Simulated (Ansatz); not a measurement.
Reaction (hydrogenolysis of the Si–O bond): `CO[SiH2][SiH2]O` + H₂ → `O[SiH2][SiH3]` + CH₃OH

Computed with Ansatz on PBE0-D4/def2-TZVP structures; ΔE is electronic, products minus reactants. CCSD(T)/CBS adds triple-zeta CCSD(T) − MP2 to the extrapolated MP2 energy (def2 sets, frozen cores). This one scheme is used for every species. Functionals use def2-TZVPP. B3LYP here is the variant with VWN-RPA as its local correlation; programs differ in this. One conformer a species, not always the lowest.

| level | ΔE (kJ/mol) | difference from CCSD(T)/CBS |
| --- | --- | --- |
| PBE-D4 | 52.3 | -8.1 |
| PBE0-D4 | 51.6 | -8.8 |
| B3LYP-D4 | 61.9 | 1.5 |
| ωB97X-V | 58.2 | -2.2 |
| ωB97M-V | 59.3 | -1.1 |
| PBE | 46.4 | -14.0 |
| r2SCAN | 58.9 | -1.5 |
| PBE0 | 46.3 | -14.1 |
| B3LYP | 52.5 | -7.9 |
| HF/def2-TZVPP | 51.7 | -8.7 |
| MP2/def2-TZVPP | 65.9 | 5.5 |
| CCSD/def2-TZVPP | 55.4 | -5.0 |
| MP2/def2-QZVPP | 67.7 | 7.3 |
| SCS-MP2/def2-QZVPP | 64.8 | 4.4 |
| MP2/CBS(def2) | 68.3 | 7.9 |
| CCSD/CBS(def2) | 57.8 | -2.6 |
| CCSD(T)/CBS | 60.4 | 0 |

Largest T1 diagnostic among the species: 0.012.

The D4 term adds +9.4 kJ/mol with B3LYP and +5.3 kJ/mol with PBE0; it sums over pairs of atoms, weighted by their polarisabilities, and B3LYP, whose exchange is more repulsive, gets the larger term. In def2-TZVPP, CCSD(T) changes the Hartree–Fock value by +6.2 kJ/mol (the triples alone add +2.6 kJ/mol) and MP2 by +14.2 kJ/mol.
